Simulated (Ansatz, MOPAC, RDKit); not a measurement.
Molecule: fluoro selenohypofluorite, SeF2, charge 0, multiplicity 1. SMILES: F[Se]F

Atoms: Se1, F2, F3. Bonds: Se1-F2, Se1-F3.

Bond lengths (Å) and angles (degrees) optimised at UFF with RDKit; PM6 with MOPAC; MNDO with MOPAC; HF/3-21G with Ansatz (an electronic-structure program); PBE/6-31G* with LANL2DZ past Ar with Ansatz; B3LYP/6-31G* with LANL2DZ past Ar with Ansatz, each started from the B3LYP-D3(BJ)/def2-TZVP structure (Ansatz) of the last column. A row stands for all coordinates that are equal there. 6-31G* holds six Cartesian d functions. No wavenumbers were computed at UFF, MNDO, PBE/6-31G* with LANL2DZ past Ar, so these may be saddle points.

| coordinate | UFF | PM6 | MNDO | HF/3-21G | PBE/6-31G* with LANL2DZ past Ar | B3LYP/6-31G* with LANL2DZ past Ar | B3LYP-D3(BJ)/def2-TZVP |
|---|---|---|---|---|---|---|---|
| Se1-F2 | 1.827 | 1.727 | 1.675 | 1.728 | 1.798 | 1.774 | 1.747 |
| F2-Se1-F3 | 90.6 | 93.7 | 101.2 | 96.2 | 99.0 | 97.8 | 96.8 |

Mean signed difference of all 2 bond lengths from B3LYP-D3(BJ)/def2-TZVP: UFF 0.080 Å, PM6 -0.020 Å, MNDO -0.073 Å, HF/3-21G -0.019 Å, PBE/6-31G* with LANL2DZ past Ar 0.051 Å, B3LYP/6-31G* with LANL2DZ past Ar 0.027 Å.
